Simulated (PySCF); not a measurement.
Job file and geometry (Å, from GFN2-xTB) of an NMR shielding run on `C=C(C)[C@@H]1C[SiH2][C@H]1CC#N`, C8H13NSi, GIAO PBE0/pcSseg-1 NMR shielding, non-relativistic, gas phase (PySCF 2.14.0, density-fitted response routines); density fitting, a coarse starting grid and PySCF grid level 2 are the driver's defaults:

```
$ OMP_NUM_THREADS=1 python probes_run.py task.json out

{"job": {"kind": "nmr", "xc": "PBE0", "basis": "pcSseg-1"}, "charge": 0, "multiplicity": 1}
C     -1.762828    -1.841660     0.646338
C     -1.464484    -0.671873     0.098994
C     -2.201841    -0.159090    -1.102426
C     -0.340440     0.161888     0.637490
C     -0.531058     1.696990     0.682817
Si     1.238383     1.984322     0.017773
C      0.942847     0.104674    -0.239428
C      1.971180    -0.917617     0.243928
C      3.123355    -0.919706    -0.615272
N      4.025824    -0.900476    -1.317715
H     -1.249609    -2.211499     1.518598
H     -2.537042    -2.476907     0.250085
H     -1.525319     0.323784    -1.805020
H     -2.950317     0.572897    -0.797608
H     -2.717077    -0.970531    -1.610232
H     -0.092439    -0.194722     1.640861
H     -0.788621     2.068402     1.671935
H     -1.306779     2.036266     0.001275
H      1.400880     2.804819    -1.177585
H      2.247362     2.283808     1.032414
H      0.682607    -0.140805    -1.272252
H      2.295855    -0.683119     1.262063
H      1.534807    -1.922860     0.243046
```

Question: What does the program print?

Answer: 
```
coarse grid: 19440 points
cycle   1  E = -656.0900618609  dE =  1.242e+00  |g| = 5.811e-01  |ddm| = 4.412e+00
cycle   2  E = -655.9637623286  dE =  1.263e-01  |g| = 9.630e-01  |ddm| = 1.390e+00
cycle   3  E = -656.1686740295  dE = -2.049e-01  |g| = 2.173e-01  |ddm| = 8.874e-01
cycle   4  E = -656.1788137803  dE = -1.014e-02  |g| = 4.971e-02  |ddm| = 1.872e-01
cycle   5  E = -656.1793391266  dE = -5.253e-04  |g| = 1.772e-02  |ddm| = 6.650e-02
cycle   6  E = -656.1794159656  dE = -7.684e-05  |g| = 4.307e-03  |ddm| = 2.126e-02
cycle   7  E = -656.1794201053  dE = -4.140e-06  |g| = 1.568e-03  |ddm| = 5.048e-03
final grid: 182424 points
cycle   8  E = -656.2407915336  dE = -7.118e-05  |g| = 8.920e-03  |ddm| = 5.092e-02
cycle   9  E = -656.2407857664  dE =  5.767e-06  |g| = 1.011e-02  |ddm| = 1.798e-02
cycle  10  E = -656.2408122790  dE = -2.651e-05  |g| = 9.917e-04  |ddm| = 1.016e-02
cycle  11  E = -656.2408125116  dE = -2.326e-07  |g| = 2.812e-04  |ddm| = 1.323e-03
cycle  12  E = -656.2408125297  dE = -1.815e-08  |g| = 8.419e-05  |ddm| = 3.111e-04
cycle  13  E = -656.2408125311  dE = -1.412e-09  |g| = 3.996e-05  |ddm| = 1.108e-04
cycle  14  E = -656.2408125315  dE = -3.677e-10  |g| = 1.124e-05  |ddm| = 4.268e-05
converged SCF energy = -656.2408125315

GIAO shielding tensors (ppm)
atom      isotropic    diamagn.    paramagn.     s11        s22        s33       span
  0 C       70.253     252.563    -182.310    -28.159     97.791    141.128    169.288
  1 C       30.547     260.423    -229.876    -92.347     28.426    155.561    247.908
  2 C      166.929     247.382     -80.453    156.899    160.031    183.856     26.956
  3 C      135.867     250.774    -114.908    124.986    134.075    148.540     23.554
  4 C      176.710     253.121     -76.411    159.820    170.114    200.196     40.376
  5 Si     385.664     882.383    -496.719    344.094    395.015    417.883     73.788
  6 C      153.920     255.466    -101.545    130.118    151.869    179.774     49.656
  7 C      166.154     246.857     -80.703    149.284    166.626    182.552     33.268
  8 C       62.601     258.919    -196.318    -56.439    -49.461    293.704    350.143
  9 N      -28.644     339.907    -368.551   -199.291   -189.086    302.445    501.737
 10 H       26.764      32.917      -6.153     23.258     25.214     31.820      8.562
 11 H       26.680      30.567      -3.888     24.061     24.845     31.133      7.072
 12 H       29.856      32.124      -2.268     25.372     30.876     33.320      7.948
 13 H       29.520      29.083       0.436     25.368     27.748     35.444     10.077
 14 H       29.753      29.632       0.120     25.727     28.089     35.442      9.715
 15 H       29.199      36.721      -7.523     27.573     28.337     31.686      4.113
 16 H       30.322      31.398      -1.076     26.147     26.896     37.923     11.776
 17 H       30.159      32.921      -2.761     25.642     29.976     34.861      9.218
 18 H       26.902      30.368      -3.467     23.974     24.406     32.325      8.351
 19 H       27.175      30.630      -3.455     24.502     25.273     31.751      7.249
 20 H       29.973      35.583      -5.610     26.395     31.418     32.106      5.711
 21 H       29.587      29.501       0.086     25.526     29.086     34.148      8.622
 22 H       29.228      29.852      -0.624     23.924     29.520     34.240     10.316
```

Question: Turn these shieldings into chemical shifts. Referencing at the same level of theory: 13C (σref 186.93) and 29Si (σref 349.16) and 1H (σref 31.72) vs TMS; 15N (σref 267.73) against NH3.

Answer: Averaging equivalent atoms: C 1: 156.4; C 8: 124.3; C 0: 116.7; C 3: 51.1; C 6: 33.0; C 7: 20.8; C 2: 20.0; C 4: 10.2; Si 5: -36.5; N 9: 296.4; H 11: 5.04; H 10: 4.95; H 18: 4.82; H 19: 4.54; H 15: 2.52; H 22: 2.49; H 21: 2.13; H 12/13/14: 2.01; H 20: 1.74; H 17: 1.56; H 16: 1.39 ppm. Experimental scales use liquid or dissolved standards, which lie at an offset from isolated NH3 (liquid NH3: subtract about 20 ppm). Unscaled 15N shifts of sp2 nitrogen come out 20 to 40 ppm too high even then.

Size and cost of the density-fitted run: 242 basis functions, 2.8 min wall time (2.4 min CPU) on 1 thread of an Intel Xeon, shared host; peak memory 1 GiB.
